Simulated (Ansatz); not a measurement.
Reaction (formal exchange of groups at a C–S bond): `C[S][GeH3]` + `[CH3][GeH3]` → `C[CH2][GeH3]` + `[SH][GeH3]`

Calculated with Ansatz (gas phase, PBE0-D4/def2-TZVP geometries, no zero-point term in ΔE). CCSD(T)/CBS adds triple-zeta CCSD(T) − MP2 to the extrapolated MP2 energy (def2 sets, frozen cores). Functionals use def2-TZVPP. For Ge outer-core shells are correlated without core-valence functions, which leaves a few kJ/mol of doubt a bond. Scalar relativity is left out up to krypton.

Task: Is it downhill or uphill in electronic energy at CCSD(T)/CBS, and by how much? (Estimate.)

Result: Ansatz gave: Downhill: ΔE = -0.04 eV.

Task: What do these levels give: r2SCAN0-D4, BHLYP-D4, PBE, PBE0, BHLYP, CAM-B3LYP? (Best estimate.)

Result: Computed: r2SCAN0-D4 -0.02, BHLYP-D4 -0.03, PBE -0.01, PBE0 -0.02, BHLYP -0.04, CAM-B3LYP -0.04 eV.

Largest T1 diagnostic among the species: 0.011.

At CCSD(T), def2-SVP lies −0.12 eV from the extrapolated value and def2-TZVPP −0.02 eV. Leaving LDA and LC-ωPBE aside and taking each functional with its dispersion term where it has one, the values, not all of them listed here, spread over 0.05 eV, from CAM-B3LYP-D4 to revPBE-D4. LDA lies −0.05 eV from PBE without D4.
